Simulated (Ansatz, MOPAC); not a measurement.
Species: GeH3, net charge 0, doublet state. SMILES: [GeH3]
Structure (B3LYP-D3(BJ)/def2-TZVP (Ansatz, a first-principles code) minimum search):
```xyz
4

Ge    -0.0167    -0.0237    -0.0294
H      0.5517    -0.9452     1.0702
H     -1.1244     0.8871     0.5402
H      1.1063     0.8180    -0.6708
```
Charge 0, spin multiplicity 2.

Wanted: vertical ionisation energy to the singlet, in eV. Terms: each state is the SCF solution reached for its charge and spin; non-relativistic; spin-orbit terms left out; dispersion terms only where a functional's name holds one; UHF or UKS for open shells; 6-31G* and kin with 6d, 5d where marked; frozen cores in correlated levels (noble-gas shells and the d and f shells of earlier blocks). Ab initio and DFT rows: single points at B3LYP-D3(BJ) geometries (Ansatz). Semi-empirical rows: differences of heats of formation at the shared geometry for vertical values.

```json
[
 {"species": "charge 1, singlet", "coefficient": "+1", "E at MP2/6-31G* (Ansatz), Eh": "-2076.53351", "E at wB97M-V/def2-TZVPD (Ansatz), Eh": "-2078.29553", "heat of formation at AM1 (MOPAC), kcal/mol": "241.22"},
 {"species": "charge 0, doublet", "coefficient": "-1", "E at MP2/6-31G* (Ansatz), Eh": "-2076.84276", "E at wB97M-V/def2-TZVPD (Ansatz), Eh": "-2078.61476", "heat of formation at AM1 (MOPAC), kcal/mol": "37.29"}
]
```

 1 Eh = 27.2114 eV and 1 eV = 23.0605 kcal/mol.

Task: Work the quantity out at each level.

Result: 
- MP2/6-31G*: the sum of coefficient times E is 0.30925 Eh, or 8.415 eV. Result: 8.42 eV.
- wB97M-V/def2-TZVPD: the sum of coefficient times E is 0.31923 Eh, or 8.687 eV. Result: 8.69 eV.
- AM1: the sum of coefficient times heat of formation is 203.93 kcal/mol, or 8.84 eV.
